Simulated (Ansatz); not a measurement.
`C[SiH](N)Cl` + `[AlH3]` → `C[SiH](N)[AlH2]` + HCl  (formal exchange of groups at the Si–Cl bond)

Calculated with Ansatz (gas phase, PBE0-D4/def2-TZVP geometries, no zero-point term in ΔE). CCSD(T)/CBS is the MP2 limit (def2-TZVPP, def2-QZVPP) plus CCSD(T) − MP2 in def2-TZVPP, frozen cores. This one scheme is used for every species. Functionals use def2-TZVPP. Each species was taken in one conformer, which may not be the lowest.

```json
{"level": "PBE", "ΔE (kJ/mol)": "114.5"}
{"level": "HF/CBS(def2)", "ΔE (kJ/mol)": "148.4"}
```

(1) What does CCSD(T)/CBS give? (Estimate.)

Largest T1 diagnostic among the species: 0.011.

Results:

(1) Ansatz gave: +130.0 kJ/mol. The listed levels differ from it by -15.5, 18.4 kJ/mol.

From PBE to PBE0 (25 % exact exchange), in def2-TZVPP and without D4, ΔE moves by +6.6 kJ/mol. In def2-TZVPP, CCSD(T) changes the Hartree–Fock value by −21.2 kJ/mol (the triples alone add −1.7 kJ/mol) and MP2 by −9.4 kJ/mol.
